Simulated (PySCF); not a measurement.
C$_{4}$H$_{6}$O (SMILES C#CCOC), singlet, at a GFN2-xTB geometry; MP2/cc-pVDZ in PySCF.

PySCF was given this input:
```python
from pyscf import gto, scf, mp

mol = gto.M(
    atom='''
C     2.468753    0.315524    0.600646
C     1.411226    0.208227    0.052147
C     0.118808    0.074725   -0.593388
O    -0.877480   -0.168890    0.379550
C    -2.154777   -0.308598   -0.177236
H     3.401404    0.411440    1.070899
H    -0.107134    1.002206   -1.149307
H     0.158859   -0.758345   -1.317755
H    -2.834892   -0.490716    0.652226
H    -2.463871    0.601550   -0.708738
H    -2.198590   -1.154284   -0.876735
''',
    basis='cc-pvdz',
    charge=0,
    spin=0,
    verbose=4,
    max_memory=1800,
)

mf = scf.RHF(mol)
mf.kernel()

pt = mp.MP2(mf, frozen=5)
pt.kernel()
print('E(MP2) = %.10f' % pt.e_tot)
```

Write the output that PySCF gives for this input, abridged.


```
PySCF version 2.14.0

[INPUT] verbose = 4
[INPUT] num. atoms = 11
[INPUT] num. electrons = 38
[INPUT] charge = 0
[INPUT] spin (= nelec alpha-beta = 2S) = 0
[INPUT] symmetry False subgroup None
[INPUT] Mole.unit = angstrom
[INPUT] Symbol           X                Y                Z      unit          X                Y                Z       unit  Magmom
[INPUT]  1 C      2.468753000000   0.315524000000   0.600646000000 AA    4.665267039198   0.596253945727   1.135056437816 Bohr   0.0
[INPUT]  2 C      1.411226000000   0.208227000000   0.052147000000 AA    2.666830639865   0.393492001740   0.098543548218 Bohr   0.0
[INPUT]  3 C      0.118808000000   0.074725000000  -0.593388000000 AA    0.224514581407   0.141209784658  -1.121340805603 Bohr   0.0
[INPUT]  4 O     -0.877480000000  -0.168890000000   0.379550000000 AA   -1.658196879783  -0.319155845178   0.717245550579 Bohr   0.0
[INPUT]  5 C     -2.154777000000  -0.308598000000  -0.177236000000 AA   -4.071938389512  -0.583165702589  -0.334927499413 Bohr   0.0
[INPUT]  6 H      3.401404000000   0.411440000000   1.070899000000 AA    6.427721999000   0.777508916691   2.023705817071 Bohr   0.0
[INPUT]  7 H     -0.107134000000   1.002206000000  -1.149307000000 AA   -0.202453918629   1.893894860396  -2.171875463045 Bohr   0.0
[INPUT]  8 H      0.158859000000  -0.758345000000  -1.317755000000 AA    0.300200002422  -1.433064357933  -2.490196049276 Bohr   0.0
[INPUT]  9 H     -2.834892000000  -0.490716000000   0.652226000000 AA   -5.357169472720  -0.927318844942   1.232528511321 Bohr   0.0
[INPUT] 10 H     -2.463871000000   0.601550000000  -0.708738000000 AA   -4.656041396258   1.136764750232  -1.339320714072 Bohr   0.0
[INPUT] 11 H     -2.198590000000  -1.154284000000  -0.876735000000 AA   -4.154732960207  -2.181280629967  -1.656789033821 Bohr   0.0

nuclear repulsion = 157.460286177567
number of shells = 43
number of NR pGTOs = 172
number of NR cGTOs = 100
basis = cc-pvdz
ecp = {}

******** <class 'pyscf.scf.hf.RHF'> ********
method = RHF
initial guess = minao
damping factor = 0
level_shift factor = 0
DIIS = <class 'pyscf.scf.diis.CDIIS'>
diis_start_cycle = 1
diis_space = 8
diis_damp = 0
SCF conv_tol = 1e-09
SCF conv_tol_grad = None
SCF max_cycles = 50
direct_scf = True
direct_scf_tol = 1e-13
Set gradient conv threshold to 3.16228e-05
Initial guess from minao.
init E= -230.667561891382
  HOMO = -0.276776296456971  LUMO = 0.0715966393935741  gap/eV = 9.47971
cycle= 1 E= -229.65918046321  delta_E= 1.01  |g|= 0.575  |ddm|= 3.15
  HOMO = -0.385413631770017  LUMO = 0.149403817556998  gap/eV = 14.55312
cycle= 2 E= -229.731449081685  delta_E= -0.0723  |g|= 0.294  |ddm|= 0.652
  HOMO = -0.38726240912257  LUMO = 0.169888915330526  gap/eV = 15.16086
cycle= 3 E= -229.748282388814  delta_E= -0.0168  |g|= 0.0661  |ddm|= 0.252
  HOMO = -0.384635111882218  LUMO = 0.173109831369454  gap/eV = 15.17701
cycle= 4 E= -229.749463681425  delta_E= -0.00118  |g|= 0.0179  |ddm|= 0.111
  HOMO = -0.38491373223852  LUMO = 0.172775510340021  gap/eV = 15.17550
cycle= 5 E= -229.74954562545  delta_E= -8.19e-05  |g|= 0.00417  |ddm|= 0.0206
  HOMO = -0.385300654611382  LUMO = 0.17252936083932  gap/eV = 15.17933
cycle= 6 E= -229.749550727729  delta_E= -5.1e-06  |g|= 0.00159  |ddm|= 0.00609
  HOMO = -0.385244949968078  LUMO = 0.172637661474409  gap/eV = 15.18076
cycle= 7 E= -229.749551606328  delta_E= -8.79e-07  |g|= 0.0004  |ddm|= 0.00189
  HOMO = -0.385178459893235  LUMO = 0.172636764741464  gap/eV = 15.17893
cycle= 8 E= -229.749551721912  delta_E= -1.16e-07  |g|= 0.000148  |ddm|= 0.000838
  HOMO = -0.385197802523778  LUMO = 0.172631555730122  gap/eV = 15.17931
cycle= 9 E= -229.749551750362  delta_E= -2.84e-08  |g|= 7.09e-05  |ddm|= 0.000357
  HOMO = -0.385184886187018  LUMO = 0.17263291351673  gap/eV = 15.17900
cycle= 10 E= -229.749551758906  delta_E= -8.54e-09  |g|= 3.08e-05  |ddm|= 0.000208
  HOMO = -0.385186556222706  LUMO = 0.172632049520991  gap/eV = 15.17902
cycle= 11 E= -229.74955176073  delta_E= -1.82e-09  |g|= 7.54e-06  |ddm|= 0.00012
  HOMO = -0.385186409927476  LUMO = 0.172632337198617  gap/eV = 15.17902
cycle= 12 E= -229.749551760807  delta_E= -7.78e-11  |g|= 2.37e-06  |ddm|= 2.57e-05
  HOMO = -0.385186214388284  LUMO = 0.17263229949359  gap/eV = 15.17901
Extra cycle  E= -229.749551760808  delta_E= -2.27e-13  |g|= 1.19e-06  |ddm|= 3.56e-06
converged SCF energy = -229.749551760808

******** <class 'pyscf.mp.mp2.RMP2'> ********
nocc = 14, nmo = 95
frozen orbitals 5
E(RMP2) = -230.463722093953  E_corr = -0.714170333145081
E(SCS-RMP2) = -230.454024579313  E_corr = -0.704472818504994
E_corr(same-spin) = -0.175997978387427
E_corr(oppo-spin) = -0.538172354757654
E(MP2) = -230.4637220940
```
